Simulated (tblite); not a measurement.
Parent: `[CH:1]#[C:2][CH2:3][Si@H:4]1[CH2:5][C@@H:6]([C:7]#[N:8])[CH2:9]1` with C2–C3–Si4–C5 82°, C3–Si4–C5–C6 122°, Si4–C5–C6–C7 -131°, C5–C6–C9–Si4 11°, C3–Si4–C9–C6 -124°, C7H9NSi.

The geometries are computed with GFN2-xTB (gas phase). One conformer each, not checked by frequencies here.

| coordinate of the parent | value |
| --- | --- |
| C1≡C2 | 1.197 Å |
| C2–C3 | 1.442 Å |
| C3–Si4 | 1.906 Å |
| Si4–C5 | 1.914 Å |
| C5–C6 | 1.550 Å |
| C6–C7 | 1.434 Å |
| C7≡N8 | 1.145 Å |
| C6–C9 | 1.549 Å |
| Si4–C9 | 1.915 Å |
| C1–C2–C3 | 179.2° |
| C2–C3–Si4 | 111.1° |
| C3–Si4–C5 | 117.8° |
| C3–Si4–C9 | 116.3° |
| C5–Si4–C9 | 76.8° |
| Si4–C5–C6 | 90.5° |
| C5–C6–C7 | 112.8° |
| C5–C6–C9 | 100.3° |
| C7–C6–C9 | 112.8° |
| C6–C7–N8 | 177.6° |
| Si4–C9–C6 | 90.5° |

**Question.** How does the shared frame change in `[CH:1]#[C:2][CH2:3][CH2:4][Si@H:5]1[CH2:6][C@H:7]([C:8]#[N:9])[CH2:10]1` with C2–C3–C4–Si5 61°, C3–C4–Si5–C6 -174°, C8H11NSi? Atoms pair as C1 = C2, C2 = C3, C3 = C4, Si4 = Si5, C5 = C10, C6 = C7, C7 = C8, N8 = N9, C9 = C6 (parent first).

**Answer.** 
| parent | relative | value in the relative | change |
| --- | --- | --- | --- |
| C1≡C2 | C2–C3 | 1.448 Å | +0.251 |
| C2–C3 | C3–C4 | 1.531 Å | +0.089 |
| C3–Si4 | C4–Si5 | 1.900 Å | -0.006 |
| Si4–C5 | Si5–C10 | 1.912 Å | -0.002 |
| C5–C6 | C10–C7 | 1.550 Å | 0.000 |
| C6–C7 | C7–C8 | 1.434 Å | 0.000 |
| C7≡N8 | C8≡N9 | 1.145 Å | 0.000 |
| C6–C9 | C7–C6 | 1.549 Å | 0.000 |
| Si4–C9 | Si5–C6 | 1.915 Å | 0.000 |
| C1–C2–C3 | C2–C3–C4 | 111.3° | -67.9 |
| C2–C3–Si4 | C3–C4–Si5 | 112.1° | +1.0 |
| C3–Si4–C5 | C4–Si5–C10 | 118.5° | +0.7 |
| C3–Si4–C9 | C4–Si5–C6 | 116.4° | +0.1 |
| C5–Si4–C9 | C10–Si5–C6 | 77.0° | +0.2 |
| Si4–C5–C6 | Si5–C10–C7 | 90.9° | +0.4 |
| C5–C6–C7 | C10–C7–C8 | 111.2° | -1.6 |
| C5–C6–C9 | C10–C7–C6 | 100.5° | +0.2 |
| C7–C6–C9 | C8–C7–C6 | 111.2° | -1.6 |
| C6–C7–N8 | C7–C8–N9 | 178.8° | +1.2 |
| Si4–C9–C6 | Si5–C6–C7 | 90.9° | +0.4 |

Of the parent's bonds, C1–C2 changes most (+0.251 Å). Bonds of the relative outside the shared frame: C1≡C2 1.197 Å. Point group C1 → C1.
